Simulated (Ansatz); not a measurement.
Molecule: sum formula H6SiN3O, net charge -1, singlet state. It need not be the lowest isomer of its formula. Whether it binds its extra electron was not tested at this geometry. 
Coordinates optimised at B3LYP-D3(BJ)/def2-TZVP (Ansatz, a program for electronic structure):
```xyz
11

Si    -0.1119     0.0994    -0.0308
O     -0.4184    -1.0712     1.1860
N     -1.1830     1.2626    -0.4723
N      1.3139     0.8521     0.7034
N      0.3597    -1.0206    -1.3418
H     -0.9736    -1.7654     0.8210
H     -1.9218     0.9868    -1.1114
H      1.4745     0.5416     1.6534
H      1.1993     1.8579     0.7120
H      1.1891    -1.5695    -1.1417
H      0.5126    -0.5320    -2.2150
```
Charge -1, spin multiplicity 1.

Total electronic energies in hartree. Cores are frozen in the correlated levels unless marked. Spin-orbit coupling is left out. No relativistic terms. Basis-set limits of correlation are two-point, X^-3; Hartree-Fock from the larger set.

```json
[
 {"level": "r2SCAN-D4/def2-TZVPD", "program": "Ansatz + dftd4", "energy (Eh)": "-532.70374"},
 {"level": "r2SCANh/def2-TZVPD", "program": "Ansatz", "energy (Eh)": "-532.68461"},
 {"level": "HSE06-D3(BJ)/def2-TZVPD", "program": "Ansatz + dftd3", "energy (Eh)": "-532.44458"},
 {"level": "RPA@PBE/cc-pV(T+d)Z", "program": "Ansatz", "energy (Eh)": "-532.41044"},
 {"level": "MP2/6-31G*", "program": "Ansatz", "energy (Eh)": "-531.45905"},
 {"level": "SCS-MP2/6-31G*", "program": "Ansatz", "energy (Eh)": "-531.43891"},
 {"level": "SCS-MP2/cc-pV(D+d)Z", "program": "Ansatz", "energy (Eh)": "-531.53137"},
 {"level": "CCSD/CBS(aug-cc-pV(T+d)Z,aug-cc-pV(Q+d)Z)", "program": "Ansatz", "energy (Eh)": "-532.0626"},
 {"level": "CCSD(T)/CBS(aug-cc-pV(T+d)Z,aug-cc-pV(Q+d)Z)", "program": "Ansatz", "energy (Eh)": "-532.1146"}
]
```

Totals of different functionals don't rank their quality; only differences between species are comparable.
